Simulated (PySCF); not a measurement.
## Correlation energy of Rb+ (rubidium, charge +1)

[Kr], closed-shell 1S. Computed with PySCF 2.14 in aug-cc-pwCVTZ-X2C with one added diffuse shell each of s, p, d, f type (11s10p8d4f, 109 functions), with the spin-free X2C one-electron Hamiltonian (Gaussian nucleus). Frozen: [Ar] 3d10; 8 electrons correlated.

```
  level  correlation energy (mhartree)
   CCSD                        -172.26
    (T)                          -4.02
CCSD(T)                        -176.28
```

Diagnostics: T1 = 0.0018, D1 = 0.0027, largest double amplitude 0.020.

Cost of the coupled-cluster step: about 12 core-seconds, for 8 correlated electrons.
